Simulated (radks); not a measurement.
The oxygen anion O2-, [Ne], held by a Watson sphere: a shell of charge +2 at radius R that stands for the Madelung well of a crystal (potential energy -2/R inside, -2/r outside, in hartree with lengths in bohr). All-electron calculation, non-relativistic Kohn-Sham, LDA (Slater exchange, Perdew-Wang correlation), spin-unpolarised, spherical densities, point nucleus. Program: a radial shooting solver on a logarithmic mesh with Libxc functionals. Response by self-consistent Sternheimer equations with the Hartree and adiabatic LDA kernel. The sphere does not respond.

R (bohr)	e(1s) (eV)	e(2s) (eV)	e(2p) (eV)	<r> 2p (bohr)	sum of <r^2> (bohr^2)	X-ray form factor at sin(theta)/lambda = 0.2 1/angstrom	alpha (bohr^3)
2.07	-504.19	-21.565	-7.635	1.507	22.23	6.054	15.68
2.2	-504.13	-21.033	-7.194	1.537	23.14	5.995	17.81
2.38	-504.00	-20.368	-6.626	1.577	24.39	5.926	21.21
2.72	-503.68	-19.314	-5.683	1.647	26.78	5.826	29.28
3.67	-502.73	-17.377	-3.793	1.823	33.86	5.694	68.75
